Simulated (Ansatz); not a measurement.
A nudged elastic band was laid between two geometries of GeH$_{5}$NOSe (9 atoms, charge 0, multiplicity 1).

Theory: Ansatz, RKS r2SCAN-D4/def2-SVP.

```json
{"movable images": "5", "climbing image": "yes", "spring": "5.0 eV/Å²", "optimiser": "quadratic models (default)", "start path": "through a guess of the saddle point", "force threshold": "0.05 eV/Å", "iteration limit": "60", "end points": "relaxed"}
```

First end point:

```xyz
9
Properties=species:S:1:pos:R:3
N -0.547 1.120 0.756
Ge 0.289 0.024 -0.428
O 1.580 -0.638 0.601
Se -1.284 -1.555 -1.182
H 0.083 1.740 1.264
H -1.325 1.655 0.379
H 0.907 0.617 -1.716
H 2.155 -1.246 0.118
H -1.770 -1.763 0.191
```

Last end point:

```xyz
9
Properties=species:S:1:pos:R:3
N -0.272 1.474 0.579
Ge 0.322 0.137 -0.497
O 1.632 -0.553 0.488
Se -1.187 -1.611 -1.078
H -0.423 1.179 1.543
H -1.101 1.964 0.248
H 0.778 0.714 -1.846
H 1.827 -1.459 0.212
H -1.487 -1.892 0.335
```

Q: Which bonds break or form, and what moves?

A: No bond is made or broken. The height of N1 over the plane of its neighbours goes from 0.32 to -0.33 Å.

Q: Give the energies along the band, and the barrier.

A: It converged. The highest image is number 1 of 0 to 6, 0.034 eV above the first end and 0.069 eV above the last; the last end lies 0.036 eV below the first. A vibrational analysis at the climbing image gives one clearly imaginary mode, 375i cm⁻¹: a first-order saddle point.

```csv
image,path coordinate (Å),energy (eV),height of N1 over the plane of its neighbours (Å)
0,0.00,0.000,0.32
1,0.35,0.034,0.01
2,0.64,-0.009,-0.28
3,0.92,-0.022,-0.34
4,1.20,-0.027,-0.35
5,1.49,-0.032,-0.34
6,1.77,-0.036,-0.33
```

Q: What is the geometry of the highest image?

A: 
```xyz
9
Properties=species:S:1:pos:R:3
N -0.465 1.236 0.607
Ge 0.308 0.024 -0.467
O 1.569 -0.625 0.609
Se -1.315 -1.533 -1.182
H 0.043 1.651 1.379
H -1.413 1.565 0.480
H 0.961 0.517 -1.776
H 2.201 -1.181 0.135
H -1.801 -1.698 0.197
```

Q: What are the harmonic wavenumbers there?

A: 375i, 109, 158, 186, 229, 251, 286, 301, 595, 702, 713, 753, 762, 807, 913, 1493, 2102, 2439, 3612, 3746, 3852 cm⁻¹.

Time of the run: 2.2 min on 2 threads of Intel(R) Xeon(R) 6975P-C (Granite Rapids), with other jobs on the host, peak memory 0.22 GiB.
